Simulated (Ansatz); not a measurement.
Consider the substitution at a C–Si bond: `O[Si@H](Cl)C[Si@@H](O)F` + H–F → `O[SiH](Cl)CF` + `O[SiH2]F`.

Program: Ansatz. Geometries: PBE0-D4/def2-TZVP. ΔE: electronic, gas phase. CCSD(T)/CBS is the MP2 limit (def2-TZVPP, def2-QZVPP) plus CCSD(T) − MP2 in def2-TZVPP, frozen cores. This one scheme is used for every species. DFT in def2-TZVPP. Each species was taken in one conformer, which may not be the lowest.

| level | ΔE (kcal/mol) |
| --- | --- |
| r2SCAN-D4 | 34.0 |
| PBE0-D4 | 35.0 |
| ωB97M-V | 34.1 |
| B2PLYP | 31.5 |
| PBE | 30.9 |
| MP2/def2-TZVPP | 37.9 |
| MP2/CBS(def2) | 39.0 |
| CCSD/CBS(def2) | 35.1 |

Q: What does CCSD(T)/CBS give? (An estimate is asked.)

A: Ansatz gave: +36.0 kcal/mol. The listed levels differ from it by -2.0, -1.0, -1.9, -4.5, -5.1, 1.9, 3.0, -0.9 kcal/mol.

Largest T1 diagnostic among the species: 0.011.

From PBE to PBE0 (25 % exact exchange), in def2-TZVPP and without D4, ΔE moves by +1.9 kcal/mol. The D4 term adds +4.0 kcal/mol with B3LYP and +2.3 kcal/mol with PBE0; it sums over pairs of atoms, weighted by their polarisabilities, and B3LYP, whose exchange is more repulsive, gets the larger term. In def2-TZVPP, CCSD(T) changes the Hartree–Fock value by +8.1 kcal/mol (the triples alone add +0.9 kcal/mol) and MP2 by +11.1 kcal/mol.

B3LYP here is the variant with VWN-RPA as its local correlation; programs differ in this.
